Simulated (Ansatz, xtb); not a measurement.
H3S2Si2−: 5 structures ranked

5 gas-phase structures of H3S2Si2−, found in a search over its isomers (lower ones may exist). Each was relaxed with GFN2-xTB; where two conformers were screened, the lower at r2SCAN-D4/def2-SVPD is listed:

A. `S=[SiH][SiH2][S-]`, a singlet
B. `[SiH3][Si](=S)[S-]`, a singlet
C. `[SiH-]1S[SiH2]S1`, a singlet
D. `[SiH3]S[Si-]=S`, a singlet
E. `[S-][Si@@H]1[SiH2]S1`, a singlet

Estimate their order in r2SCAN-D4/def2-SVPD energy at these geometries, lowest first.

Calculated order at r2SCAN-D4/def2-SVPD: B (0.0), E (16.5), C (29.3), D (37.6), A (66.1) kJ/mol.

Energies above the lowest of each column, in kJ/mol; the last columns are at PBE-D3(BJ)/def2-SVPD geometries (a dash: not run or not comparable):

```
structure  GFN2-xTB  HF/STO-3G  r2SCAN-D4/def2-SVPD  PBE-D3(BJ)/def2-SVPD  CCSD(T)/def2-SVPD + ΔMP2/def2-TZVPPD
        B       0.0      152.6                  0.0                   0.0                                   0.4
        E      37.2      172.8                 16.5                  17.9                                  14.8
        C      25.6        0.0                 29.3                  12.7                                   0.0
        D      47.1      156.6                 37.6                  26.6                                  19.6
        A       2.7      256.7                 66.1          relaxes to E                                     –
```

CCSD(T)/def2-SVPD + ΔMP2/def2-TZVPPD has B and C within 1 kcal/mol of each other at the bottom, and every level picks one of them. CCSD(T)/def2-SVPD + ΔMP2/def2-TZVPPD orders those it was run on as C (0.0), B (0.4), E (14.8), D (19.6) kJ/mol. Less than 1 kcal/mol parts C and B, so the order within that pair means little. Flexible structures stand in one conformer each, not always the lowest. B keeps a small imaginary mode. Frequencies (PBE-D3(BJ)/def2-SVPD) were run for B, C, D, E alone. The ΔMP2 step shifts differences by up to 21.5 kJ/mol, which makes them less sure. ΔMP2 is the change of the MP2 energy from the smaller to the larger basis.

Over these structures GFN2-xTB departs from r2SCAN-D4/def2-SVPD by 22.4 kJ/mol on average once a common shift is removed. A GFN2-xTB relaxation took about 0.18 s and the r2SCAN-D4/def2-SVPD energy about 1.7 s on a shared host (Ansatz 0.2.0, xtb 6.7.1).
